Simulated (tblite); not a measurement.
Input of a run (GFN2-xTB geometry optimisation, gas phase (tblite 0.8.0)), started from a force field or distance geometry:
```
{"job": {"kind": "relax", "xc": "GFN2-xTB", "basis": "xTB"}, "charge": 1, "multiplicity": 1}
C      2.062800    -0.301900    -0.263800
C      0.616200     0.120800    -0.056900
C     -0.324500    -0.868400    -0.145100
C     -1.675400    -0.688100     0.002100
C     -2.302100     0.494000     0.309100
S     -1.285100     1.873700     0.471500
C      0.354300     1.441300     0.231700
H      2.354400    -0.931700     0.622600
H      2.067400    -0.968000    -1.125400
H      2.691200     0.583300    -0.311600
H      0.007700    -1.887300    -0.381300
H     -2.330100    -1.572300    -0.096400
H     -3.392000     0.553300     0.424800
H      1.154400     2.150800     0.296700
```

Output (eV, eV/Å):
```
step      E/eV     max force
  0    -521.95924    2.500
  1    -522.14500    1.014
  2    -522.21244    0.887
  3    -522.30490    0.691
  4    -522.33580    0.435
  5    -522.35451    0.253
  6    -522.36077    0.213
  7    -522.36798    0.271
  8    -522.37212    0.195
  9    -522.37394    0.071
 10    -522.37482    0.076
 11    -522.37580    0.087
 12    -522.37691    0.097
 13    -522.37798    0.090
 14    -522.37890    0.085
 15    -522.37972    0.091
 16    -522.38037    0.065
 17    -522.38080    0.052
 18    -522.38106    0.043
 19    -522.38127    0.042
 20    -522.38144    0.038
 21    -522.38157    0.023
 22    -522.38164    0.021
 23    -522.38168    0.015
 24    -522.38171    0.015
 25    -522.38173    0.011
 26    -522.38174    0.010
 27    -522.38175    0.010
```

Q: Summarise the run.

A: The energy falls by 9.7 kcal/mol over 27 L-BFGS steps, the largest force on an atom goes from 2.50 to 0.010 eV/Å, and the atoms move by 0.087 Å rms after alignment. The bond that changes most is C1–H8 (benzylic-type carbon to methyl hydrogen), which shortens by 0.036 Å. Bonds longer at the end by more than 0.005 Å: 3 of 14; shorter: 7. Among the angles that change most is C2–C7–S6, from 117.0° to 125.7°. The energy never rose by more than 1e-5 eV on the way. The first step brought 44 % of the lowering.

Q: What are the final bond lengths?

A: C1–C2 1.488 Å, C2–C3 1.402 Å, C3–C4 1.388 Å, C4–C5 1.376 Å, C5–S6 1.687 Å, S6–C7 1.689 Å, C2–C7 1.382 Å, C1–H8 1.090 Å, C1–H9 1.088 Å, C1–H10 1.086 Å, C3–H11 1.081 Å, C4–H12 1.081 Å, C5–H13 1.080 Å, C7–H14 1.081 Å. Numbering counts from 1 in the input's order; the species is `CC1=CC=C[S+]=C1`.

Time: under 0.1 s of wall time. Hardware: one thread, AMD EPYC 9R45 (x86_64), shared host.

Its GFN2-xTB frequencies are all real (lowest 49 cm⁻¹).

The numbers are calculated, not measured.
